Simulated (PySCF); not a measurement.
Two-component Hartree-Fock for Hf(58+) (hafnium, charge +58)

Start: [Ne] 3s2 3p2; 3p1/2 filled at m_j = -1/2, +1/2. Calculated with PySCF 2.14 in an uncontracted even-tempered set (18 s from 18 bohr⁻², ratio 2.4; 14 p from 23 bohr⁻², ratio 2.4; 4 d from 77 bohr⁻², ratio 2.6; 4 f from 120 bohr⁻², ratio 2.6): generalised Hartree-Fock with the X2C-1e Hamiltonian and a Gaussian nucleus; one run each with spin-orbit coupling (SO) switched off, then screened by Boettger's factors.

```
spinor shell  electrons  ε, spin-free (eV)  ε, screened SO (eV)  weight of nominal j (screened SO)  rms radius, screened SO (bohr)
       1s1/2          2           -70303.6             -70272.1                              1.000                          0.0215
       2s1/2          2           -15753.6             -15739.8                              1.000                          0.0856
       2p1/2          2           -14393.2             -15265.6                              1.000                          0.0727
       2p3/2          4           -14393.2             -14022.3                              1.000                          0.0796
       3s1/2          2            -6321.3              -6315.7                              1.000                           0.205
       3p1/2          2            -5944.4              -6155.6                              1.000                           0.194
```

```csv
quantity,spin-free,screened SO
E (hartree),-11330.87052,-11359.65595
M_J,0,0
⟨J²⟩,2.000,0.000
⟨L²⟩,2.000,1.350
⟨S²⟩,2.000,1.350
```

Breit and QED terms are absent; they matter most for the inner s and p1/2 levels.

Densities and radii are taken from the X2C orbitals without a picture-change correction, which distorts them close to the nucleus.

Without spin-orbit coupling the j labels of p, d and f shells carry no meaning; the spin-free column gives the mean over the occupied spinors of each nl shell.
